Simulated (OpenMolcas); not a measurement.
## Ni4+: moving or changing the point charges

Ni4+ among 4 point charges of -1.5 e arranged as a tetrahedron (Td), 1.69 Å from the ion.

* Program: OpenMolcas
* Method: SS-CASPT2, IPEA 0.25 Eh, imaginary shift 0.1 Eh (closed shells correlated: 3s 3p)
* Basis: ANO-RCC-VDZP [5s4p2d1f]
* Scalar Hamiltonian: DKH2, point nucleus
* Active space: 6 electrons in 5 orbitals (3d)
* State averaging: 2S+1 = 5 even, 5 roots; 2S+1 = 3 even, 45 roots; 2S+1 = 1 even, 50 roots
* Spin-orbit coupling: state interaction with AMFI integrals over the reference wave functions

Runs around this geometry, states (labels of Td). Energies in cm-1 above the lowest state or level, χT in cm3 K/mol.

```csv
R (Å),q (e),Ground state,First state of that spin,First gap with spin-orbit (degeneracies),χT at 300 K,First state of another spin
1.69,-0.98,5E,5T2 1120,"60 (1, 3)",5.035,3T1 27840
1.61,-1.5,5E,5T2 2050,"66 (1, 3)",4.430,3T1 28190
1.69,-1.5,5E,5T2 1650,"66 (1, 3)",4.656,3T1 28250
1.8,-1.5,5E,5T2 1250,"63 (1, 3)",4.937,3T1 27930
```

Taking the first state of the same spin as R^-n, n = -ln(1250 / 2050) / ln(1.8 / 1.61) = 4.4 between the shortest and longest distance.

Scaling the charges by -0.98 / -1.5 = 0.65 scales the first state of the same spin by 1120 / 1650 = 0.68; with fixed orbitals a first-order splitting would follow the charge.

Roots that are degenerate in the reference are averaged as groups; the widest CASPT2 spread within a group is 490 cm-1 (the 3-fold group of multiplicity 3 near 72800 cm-1 above the lowest state of its run, R = 1.61, q = -1.5). Shifts and gaps below about the spread of the groups concerned are not significant. An orbital doublet at a regular site is open to a Jahn-Teller distortion, which this geometry leaves out. The ground term spreads over less than 5000 cm-1, several times less than with real ligands, so orbital moments are less quenched and χT lies further from the spin-only value than at real sites. Free-ion shares, where given, are those of the reference states; single-state CASPT2 does not remix them. Point charges carry no covalency, so the field is a model and not that of real ligands. No measured value stands beside these numbers.
